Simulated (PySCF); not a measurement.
Two species compared at the same levels of theory.

First species: C₆H₇N.
SMILES: `CC1=CC=NC=C1`

Second species: C6H7OPS.
Atom-mapped SMILES: `[CH3:1][C:2](=[O:3])[c:4]1[cH:5][s:6][c:7]([CH3:8])[p:9]1` (hydrogens: H10, H11, H12 on C1; H13 on C5; H14, H15, H16 on C8)

Cartesian coordinates in Å at the GFN2-xTB level; atoms count from 1:
```xyz
16
C6H7OPS angstrom
C     -2.5513   -1.2794    0.4693
C     -2.2009    0.1152    0.0203
O     -3.0339    0.9588   -0.2245
C     -0.7552    0.3865   -0.1025
C     -0.3186    1.6170   -0.5003
S      1.3596    1.8592   -0.6201
C      1.7860    0.2490   -0.1256
C      3.2357   -0.0952   -0.0556
P      0.5074   -0.8254    0.2455
H     -3.6306   -1.3890    0.5333
H     -2.1035   -1.4743    1.4425
H     -2.1497   -2.0032   -0.2382
H     -0.9731    2.4363   -0.7412
H      3.7547    0.5554    0.6489
H      3.3563   -1.1271    0.2669
H      3.7097    0.0251   -1.0302
```

Levels: CAM-B3LYP/def2-SVPD for dipole moment, HOMO energy, LUMO energy, HOMO–LUMO gap, static isotropic polarisability and electronic spatial extent ⟨r²⟩ about the centre of nuclear charge; TDDFT CAM-B3LYP/def2-SVPD for lowest singlet excitation; TDA CAM-B3LYP/def2-SVPD for lowest triplet excitation (Tamm–Dancoff); GFN2-xTB for rotational constant A and rotational constant C. Geometries: GFN2-xTB. All species are isolated and taken at one optimised geometry, non-relativistic unless stated. Electronic properties by PySCF.

The conformers computed, where there is a choice (atom-mapped SMILES and torsion angles):
- `[CH3:1][C:2](=[O:3])[c:4]1[cH:5][s:6][c:7]([CH3:8])[p:9]1`: C1–C2–C4–C5 180°

Values for the first species:

```
Dipole moment                                                     : 2.77 D
HOMO energy                                                       : -8.72 eV
LUMO energy                                                       : 0.44 eV
HOMO–LUMO gap                                                     : 9.16 eV
Lowest singlet excitation                                         : 5.17 eV
Lowest triplet excitation (Tamm–Dancoff)                          : 4.31 eV
Static isotropic polarisability                                   : 73.4 au
Electronic spatial extent ⟨r²⟩ about the centre of nuclear charge : 685 bohr²
Rotational constant A                                             : 5.925 GHz
Rotational constant C                                             : 1.814 GHz
```

**Question.** Estimate the same properties for the second species, and the change in each.

**Answer.** 
```json
{"property": "dipole moment", "first": "2.77 D", "second": "3.23 D", "second less first": "+0.46 D"}
{"property": "HOMO energy", "first": "-8.72 eV", "second": "-8.23 eV", "second less first": "+0.49 eV"}
{"property": "LUMO energy", "first": "0.44 eV", "second": "-0.66 eV", "second less first": "-1.10 eV"}
{"property": "HOMO–LUMO gap", "first": "9.16 eV", "second": "7.57 eV", "second less first": "-1.59 eV"}
{"property": "lowest singlet excitation", "first": "5.17 eV", "second": "3.98 eV", "second less first": "-1.19 eV"}
{"property": "lowest triplet excitation (Tamm–Dancoff)", "first": "4.31 eV", "second": "2.98 eV", "second less first": "-1.33 eV"}
{"property": "static isotropic polarisability", "first": "73.4 au", "second": "115.4 au", "second less first": "+42.0 au"}
{"property": "electronic spatial extent ⟨r²⟩ about the centre of nuclear charge", "first": "685 bohr²", "second": "1736 bohr²", "second less first": "+1051 bohr²"}
{"property": "rotational constant A", "first": "5.925 GHz", "second": "2.444 GHz", "second less first": "-3.481 GHz"}
{"property": "rotational constant C", "first": "1.814 GHz", "second": "0.632 GHz", "second less first": "-1.182 GHz"}
```

On the first: No computed singlet falls in the visible range (750 to 380 nm, 1.65 to 3.26 eV); S1 lies 1.91 eV above its blue end. The vertical singlet–triplet gap S1 − T1 is 0.86 eV (TDDFT singlet less Tamm–Dancoff triplet; S1: HOMO→LUMO, weight 0.97; T1: HOMO−1→LUMO+1, weight 0.60, beside HOMO−2→LUMO, weight 0.34).

On the second: S1 lies 3.59 eV below the HOMO–LUMO gap; its leading configuration is HOMO−2→LUMO, weight 0.56, beside HOMO−2→LUMO+1, weight 0.36.
